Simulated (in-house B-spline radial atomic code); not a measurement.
**Ionising I VI (I5+) with different functionals**

Computed with a radial B-spline atomic code at the basis-set limit: four-component Dirac-Coulomb Hamiltonian, Fermi nucleus of rms radius 4.75 fm, spin-restricted, spherical fractional occupations for the functionals. The ionisation energy is the difference of two self-consistent energies, [Kr] 4d10 5s2 → [Kr] 4d10 5s1, without Breit or QED terms; ε is the level of the shell that loses the electron (mean over j).

Hybrids are left out here: with spherical fractional occupations of an open shell their exact exchange keeps a self-interaction that integer-occupation calculations don't have.

| method | rung | ΔSCF (eV) | -ε(5s) (eV) |
| --- | --- | --- | --- |
| LDA VWN5 | LDA | 75.90 | 69.56 |
| relativistic LDA | LDA | 75.79 | 69.47 |
| LDA PW92 | LDA | 75.89 | 69.56 |
| LDA exchange-only | LDA | 74.39 | 68.05 |
| PBE | GGA | ? | ? |
| PBEsol | GGA | 75.33 | 69.06 |
| BLYP | GGA | 75.49 | 69.12 |
| RPBE | GGA | 75.03 | 68.75 |
| PW91 | GGA | 75.43 | 69.13 |
| BP86 | GGA | ? | ? |
| AM05 | GGA | 75.32 | 69.05 |
| OLYP | GGA | 74.87 | 68.61 |

(1) What does PBE give?

(2) What does BP86 give?

(3) How do they compare with the NIST value?

## Answers

(1) ΔSCF 75.30 eV, and -ε(5s) = 68.99 eV.

(2) ΔSCF 75.48 eV, and -ε(5s) = 69.22 eV.

(3) NIST lists 74.4 eV ± 0.4 (semi-empirical, ground level to ground level). Errors run from -0.01 to +1.50 eV; OLYP is closest (+0.47 eV), though others lie within the uncertainty of it, and part of that can be cancellation, since the calculations leave out Breit-QED terms, spin polarisation.
